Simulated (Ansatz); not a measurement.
H$_{3}$O, charge +1, singlet, geometry from GFN2-xTB; CAM-B3LYP/STO-3G run with Ansatz (a first-principles code).

The Ansatz input:
Ansatz 0.2 input:
```yaml
crystal:
  periodic: [false, false, false]
  atoms:
    - {symbol: O, position_ang: [-0.00167239, -0.00130373, 0.07756824]}
    - {symbol: H, position_ang: [-0.56475946, -0.74616725, -0.23172079]}
    - {symbol: H, position_ang: [-0.36026076, 0.87153693, -0.20012221]}
    - {symbol: H, position_ang: [0.93839937, -0.11493987, -0.18870292]}
basis:
  gaussian:
    orbitals: STO-3G
hamiltonian:
  xc: cam_b3lyp
total_charge: 1
```

What the program printed (banner, timings and long lists left out):

```
Functional definition: CAM-B3LYP
105 factors; integrals over basis functions are off by at most 5.5e-6 eV
49 factors; integrals over basis functions are off by at most 1.3e-6 eV
mean field evaluation 1: about -2056.2846 eV, gradient 2.8e1 eV
mean field evaluation 2: about -2057.8085 eV, gradient 1.8e1 eV
mean field evaluation 4: about -2058.5815 eV, gradient 2.6e-1 eV
mean field evaluation 8: about -2058.5660 eV, gradient 1.5e-3 eV
mean field -2058.56601770 eV, -75.6509058042 hartree, gradient 1.2e-5 eV, S^2 0.000000; 0 other end points of the search recorded, 0 dependent functions left out
reference -2058.56607804 eV, -75.6509080216 hartree; 5, 5 occupied and 3, 3 virtual orbitals, 105 factors
Total energy: -2058.56607804 eV, -75.6509080216 hartree
```
